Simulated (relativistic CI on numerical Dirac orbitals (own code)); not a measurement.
**Er34+: computed level list**

Method of calculation: Dirac-Coulomb-Breit CI, orbitals from a KLI potential per configuration, model QED, unscaled Slater integrals (own radial code, finite nucleus).

Configuration list (outside the closed core [Ar] 3d10): 4s²4p⁴, 4s4p⁵, 4s²4p³4d, 4p⁶, 4s4p⁴4d, 4s²4p³4f, 4s4p⁴4f, 4p⁵4d, 4s4p³4d², 4s²4p²4d4f, 4p⁵4f, 4p⁴4d4f, 4s²4p³5s, 4s4p³4f², 4p⁵5s, 4s²4p³5p, 4s4p³4d5s, 4s²4p²4f5s, 4s4p⁴5s, 4s²4p³5d, 4s4p⁴5p, 4s²4p³5f, 4s²4p³5g, 4s4p⁴5d, 4p⁴4f5s, 4s²4p³6s, 4s4p⁴5f, 4s²4p²4d², 4s²4p4d³, 4s4p²4d³, 4s²4p4d²4f, 4s4p²4d²4f, 4s²4p4d²5s, 4p⁴4d², 4p³4d³, 4p³4d²4f, 4p³4d²5s, 4s²4p²4d5s, 4s4p²4d²5s, 4s²4p4d4f5s, 4s4p²4d4f5s, 4s²4p4d5s², 4p⁴4d5s, 4p³4d4f5s, 4p³4d5s², 4s²4p²5s², 4s4p²4d5s², 4s²4p4f5s², 4s4p²4f5s². Double excitations out of closed p, d and f shells are left out; levels of such configurations are missing from the list, as are those of other unlisted configurations, and high levels can miss mixing partners. These lack a partner that the ground configuration has and come out too high: 4s²4p³5p, 4s²4p³5d, 4s4p⁴5p, 4s²4p³5f, 4s²4p³5g.

The lowest level is 4s²4p⁴ ³P2, with 70 % of that term; Hund's rules for 4s²4p⁴ give ³P with J = 2, in agreement.

| No. | Configuration | Term | J | E (cm⁻¹) | % | Next component (%) | Lifetime (s) |
| --- | --- | --- | --- | --- | --- | --- | --- |
| 1 | 4s²4p⁴ | ³P | 2 | 0 | 70 | 29 ¹D |  |
| 2 | 4s²4p⁴ | ¹S | 0 | 64626 | 60 | 39 ³P | 1.80e-01 |
| 3 | 4s²4p⁴ | ³P | 1 | 462655 | 99 | 1 4s4p⁴4d ³P | 4.95e-07 |
| 4 | 4s²4p⁴ | ¹D | 2 | 496007 | 70 | 29 ³P | 9.51e-07 |
| 5 | 4s²4p⁴ | ³P | 0 | 985717 | 59 | 39 ¹S | 2.11e-07 |
| 6 | 4s²4p³4d | ³D° | 2 | 1054417 | 25 | 25 ³F° | 5.27e-10 |
| 7 | 4s²4p³4d | ⁵D° | 1 | 1066042 | 25 | 24 ³P° | 5.12e-10 |
| 8 | 4s²4p³4d | ³P° | 0 | 1079968 | 54 | 33 ⁵D° | 1.11e-08 |
| 9 | 4s²4p³4d | ³F° | 3 | 1085001 | 28 | 21 ³D° | 1.37e-08 |
| 10 | 4s4p⁵ | ³P° | 2 | 1104663 | 53 | 14 4s²4p³4d ³P° | 5.44e-11 |
| 11 | 4s²4p³4d | ³F° | 4 | 1172288 | 45 | 32 ⁵D° | 8.19e-05 |
| 12 | 4s4p⁵ | ³P° | 1 | 1234558 | 29 | 27 ¹P° | 4.49e-12 |
| 13 | 4s²4p³4d | ³D° | 2 | 1247734 | 29 | 27 4s4p⁵ ³P° | 4.16e-12 |
| 14 | 4s²4p³4d | ³D° | 3 | 1267064 | 29 | 20 ³F° | 3.79e-12 |
| 15 | 4s²4p³4d | ³D° | 1 | 1320210 | 51 | 14 ³P° | 3.69e-12 |
| 16 | 4s²4p³4d | ⁵D° | 0 | 1483248 | 39 | 25 ³P° | 9.14e-09 |
| 17 | 4s²4p³4d | ³D° | 1 | 1488700 | 44 | 35 ⁵D° | 4.70e-11 |
| 18 | 4s²4p³4d | ³F° | 2 | 1492848 | 44 | 27 ⁵D° | 1.50e-10 |
| 19 | 4s²4p³4d | ³F° | 3 | 1518118 | 39 | 25 ³G° | 1.11e-10 |
| 20 | 4s²4p³4d | ³G° | 4 | 1551871 | 52 | 29 ¹G° | 3.21e-06 |
| 21 | 4s4p⁵ | ³P° | 0 | 1569096 | 45 | 32 4s²4p³4d ¹S° | 3.49e-11 |
| 22 | 4s²4p³4d | ³D° | 1 | 1589874 | 31 | 20 ¹P° | 3.18e-11 |
| 23 | 4s²4p³4d | ³F° | 2 | 1590508 | 59 | 26 ¹D° | 1.79e-11 |
| 24 | 4s²4p³4d | ³D° | 3 | 1591012 | 58 | 27 ⁵D° | 5.87e-11 |
| 25 | 4s²4p³4d | ⁵D° | 4 | 1598391 | 48 | 19 ³G° | 6.72e-07 |
| 26 | 4s²4p³4d | ³F° | 4 | 1638282 | 67 | 30 ¹G° | 3.07e-06 |
| 27 | 4s²4p³4d | ³G° | 5 | 1651012 | 99 | 1 4s4p³4d² ³G° | 2.99e-06 |
| 28 | 4s²4p³4d | ³S° | 1 | 1662249 | 40 | 18 ³P° | 8.93e-13 |
| 29 | 4s²4p³4d | ³P° | 2 | 1665800 | 44 | 18 ¹D° | 8.49e-13 |
| 30 | 4s²4p³4d | ³D° | 3 | 1672082 | 55 | 17 ³F° | 8.11e-13 |
| 31 | 4s²4p³4d | ³D° | 2 | 1708127 | 48 | 35 ³P° | 9.07e-11 |
| 32 | 4s²4p³4d | ³D° | 1 | 1721647 | 31 | 30 ¹P° | 9.57e-13 |
| 33 | 4s²4p³4d | ¹F° | 3 | 1732617 | 34 | 34 ³F° | 5.32e-10 |
| 34 | 4s4p⁵ | ³P° | 0 | 1740240 | 31 | 30 4s²4p³4d ³P° | 2.93e-12 |
| 35 | 4s²4p³4d | ³D° | 2 | 1758307 | 40 | 27 ³F° | 2.66e-12 |
| 36 | 4s²4p³4d | ³D° | 1 | 1772155 | 34 | 28 ³P° | 1.25e-12 |
| 37 | 4s²4p³4d | ¹F° | 3 | 1789099 | 44 | 21 ³F° | 2.38e-12 |
| 38 | 4s²4p³4d | ³S° | 1 | 1822184 | 30 | 23 ¹P° | 1.20e-12 |
| 39 | 4s²4p³4d | ¹D° | 2 | 1823496 | 40 | 30 ³P° | 1.15e-12 |
| 40 | 4s²4p³4d | ³P° | 0 | 2101716 | 71 | 11 ⁵D° | 7.82e-13 |
| 41 | 4s²4p³4d | ³P° | 1 | 2115246 | 37 | 23 ³D° | 9.29e-13 |
| 42 | 4s²4p³4d | ³F° | 4 | 2124065 | 54 | 16 ⁵D° | 3.06e-07 |
| 43 | 4s²4p³4d | ³P° | 2 | 2133985 | 35 | 33 ³D° | 3.10e-12 |
| 44 | 4s²4p²4d² | ³F | 2 | 2137861 | 22 | 17 4s4p⁴4d ⁵D | 9.06e-11 |
| 45 | 4s²4p³4d | ¹F° | 3 | 2144864 | 42 | 22 ³D° | 8.96e-13 |

Energies count from the lowest computed level; ° marks odd parity; lifetimes are radiative, by E1, M1, E2, M2, E3 decay to levels of this space only.

The mean weight of the leading LS term, summed over parents, in these 45 levels is 46 %, and that of the leading jj configuration (from the same eigenvectors) 81 %, so jj coupling describes them better and the LS labels are nominal.

At this charge energies of transitions that change n are usually good to better than 1 %, and those within a shell (Δn = 0) to a few per cent.

LS names give the leading component of a level, which can be under half, so a name can repeat, a term be missing and a line seem to break the LS rules.
